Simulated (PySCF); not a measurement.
# Working out the ionisation energy of Co

Co [Ar] 3d7 4s2 (4F) → Co⁺ [Ar] 3d8 (3F). All numbers are calculated (PySCF 2.14, no relativity, point nucleus, in def2-SVP (5s3p2d1f, 31 functions)). Frozen: [Ar]. Energies in hartree (1 hartree = 27.21139 eV):

```
             part    Co (lower)   Co⁺ (upper)
              UHF  -1381.211033  -1380.910508
MP2 opposite-spin     -0.087101     -0.107774
    MP2 same-spin     -0.054212     -0.068887
```

Q: What does Hartree-Fock give?

A: (-1380.910508) − (-1381.211033) = 0.300525 hartree = 8.178 eV.

Q: What do MP2 and SCS-MP2 (6/5 opposite-spin, 1/3 same-spin) give?

A: The opposite-spin parts differ by -0.563 eV and the same-spin parts by -0.399 eV. MP2: 8.178 + (-0.563) + (-0.399) = 7.216 eV. SCS-MP2: 8.178 + 1.2 × (-0.563) + (-0.399)/3 = 7.369 eV.

Measured between the centres of the two terms (NIST): 7.869 eV, so MP2 (valence) is off by -0.653 eV.

The calculation is non-relativistic.

A double-zeta basis recovers only part of the correlation energy.

What remains against the reference includes basis incompleteness, the frozen core and correlation beyond second order.
